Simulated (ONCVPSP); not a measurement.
**Configuration tests for Cd (ONCV)**

cadmium (Cd), optimised norm-conserving Vanderbilt (ONCV), made with ONCVPSP 4.0.1 (LDA (Perdew-Zunger), scalar-relativistic). Core [Ar] 3d10, reference 4s2 4p6 4d9 (charge +3). Waves: 4s: rc 0.90 bohr, ncon 3, nbas 6, qcut 6.3 1/bohr, 2 projectors, debl 3.3 Ha; 4p: rc 1.20 bohr, ncon 4, nbas 8, qcut 14.5 1/bohr, 2 projectors, debl 2.7 Ha; 4d: rc 1.40 bohr, ncon 3, nbas 7, qcut 10.4 1/bohr, 2 projectors, debl 1.9 Ha. Local part: polynomial inside 0.60 bohr (lpopt 2, dvloc0 0 Ha). Core correction: Teter function, fcfact 1.5, rcfact 1.45.

In the s channel the program set the typed energies aside and used -5.197, 0.250 Ha. In the p channel the program set the typed energies aside and used -3.761, 0.250 Ha.

Energies are relative to the spin-unpolarised reference configuration 4s2 4p6 4d9; without spin polarisation the order of configurations can differ from experiment.

```csv
valence configuration,charge,ΔE all-electron (eV),error AE − PS (meV)
4s2 4p6 4d10 5s2,0,-65.404,+8.8
4s2 4p6 4d10 5s1,+1,-55.776,+8.5
4s2 4p6 4d10,+2,-38.256,+7.2
4s2 4p6 4d9 5s2,+1,-47.258,+4.7
```

Levels in the configuration 4s2 4p6 4d10 5s2:

| level | all-electron (eV) | pseudo (eV) |
| --- | --- | --- |
| 4s | -105.843 | -105.826 |
| 4p | -66.986 | -66.985 |
| 4d | -11.896 | -11.898 |
| 5s | -5.961 | -5.960 |
